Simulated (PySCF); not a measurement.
Computed properties of Si(F)2(OH)(OMe) (CH4F2O2Si), SMILES CO[Si](O)(F)F

CH4F2O2Si, SMILES O[Si](OC)(F)F. The structure is a stationary point at PBE0-D3(BJ)/def2-SVP. The structure was generated by enumeration, and PubChem lists no compound with its InChIKey, so it may never have been made. Other conformers were not sampled. All values are computed for the isolated molecule unless a solvent is named; none is compared with measurement here.

**Structure.** All 24 harmonic modes at PBE0-D3(BJ)/def2-SVP (PySCF) are real, so it is a minimum. With heavy atoms numbered as in [CH3:1][O:2][Si:3]([OH:4])([F:5])[F:6], the shortest bond between them is C1–O2 at 1.407 Å and the longest Si3–O4 at 1.632 Å.

**Vibrations.** The strongest infrared lines (harmonic, unscaled, degenerate partners summed) lie at 1247 cm⁻¹ (310 km/mol, O 50 %, C 27 %, H 17 %), 974 cm⁻¹ (199 km/mol, Si 49 %, F 43 %), 1013 cm⁻¹ (197 km/mol, Si 50 %, O 28 %, F 19 %). The softest mode is at 44 cm⁻¹ and the zero-point energy is 39.9 kcal/mol.

**Electronic structure.** M06-2X/def2-TZVP (PySCF) places the frontier levels at -10.65 and 1.01 eV, a gap of 11.66 eV, and gives a dipole moment of 2.33 D and a mean polarisability of 38.8 bohr³. PBE/def2-TZVP (PySCF) at the same geometry gives -7.36 and -0.56 eV, so its gap is 4.86 eV narrower. An orbital gap is neither the optical nor the fundamental gap.

**Excitations.** TDA-M06-2X/def2-SVPD (PySCF) has S1 at 8.31 eV (149 nm, f = 0.001, dark); the most intense of the 10 singlets computed lies at 10.24 eV (f = 0.08). T1 (TDA) is at 8.09 eV, 0.22 eV under S1. TDA-PBE/def2-SVPD (PySCF) puts S1 at 6.53 eV. No vertical singlet excitation falls in the visible range (under 3.1 eV).

**NMR.** GIAO shifts at PBE0/pcSseg-1 (PySCF) (non-relativistic, atoms alike by connectivity averaged): ¹³C at 55.3 ppm against TMS; ¹H from 2.3 to 4.1 ppm against TMS; ²⁹Si at -85.8 ppm against TMS; ¹⁹F at -165.3 ppm against CFCl3.

**Solvation.** SMD-PBE0/6-31G* (PySCF) gives -5.1 kcal/mol in water, -5.7 kcal/mol in 1-octanol, -2.4 kcal/mol in n-hexane (1 M in both phases, gas-phase geometry); of these solvents 1-octanol holds the molecule best.
